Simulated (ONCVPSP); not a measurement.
niobium, ONCV: configuration errors across variants

```json
{
  "Element": "Nb",
  "Generator": "ONCVPSP 4.0.1",
  "Type": "optimised norm-conserving Vanderbilt (ONCV)",
  "Functional": "PBE",
  "Relativity": "scalar-relativistic",
  "Frozen core": "[Ar] 3d10",
  "Valence charge": "13",
  "Reference configuration": "4s2 4p6 4d4 5s1",
  "Partial waves": "4s+5s: rc 1.80 bohr, ncon 4, nbas 7, qcut 5 1/bohr, 2 projectors; 4p: rc 1.50 bohr, ncon 4, nbas 8, qcut 8.4 1/bohr, 2 projectors, debl 3.1 Ha; 4d: rc 2.15 bohr, ncon 4, nbas 9, qcut 8.5 1/bohr, 2 projectors, debl 3.6 Ha",
  "Local potential": "polynomial inside 1.30 bohr (lpopt 5, dvloc0 6 Ha)",
  "Core correction": "none"
}
```

All-electron excitation energies from the reference (eV): (1) 4s2 4p6 4d4 5s0 6.637; (2) 4s2 4p6 4d3 5s0 20.678; (3) 4s2 4p5 4d4 5s1 39.749.

Errors AE − PS in meV (a dash: test not solved or not reliable):

| change | (1) | (2) | (3) | bound ghosts | GHOST(+) flags above zero |
| --- | --- | --- | --- | --- | --- |
| base | -2.1 | -0.9 | -19 | none | s |
| local potential polynomial inside 1.30 bohr (lpopt 5, dvloc0 7.5 Ha) | -2.0 | -0.8 | -18 | none | none |
| s: qcut 5.8; p: qcut 9.7; d: qcut 9.8 | -1.8 | -0.8 | -18 | none | s |
| d: debl 0.55 | -2.1 | -0.9 | -19 | none | s |

Q: Give the same row for: p: nproj 1.

A: -2.1, -0.7, -16; bound ghosts: none; GHOST(+) flags above zero: s.
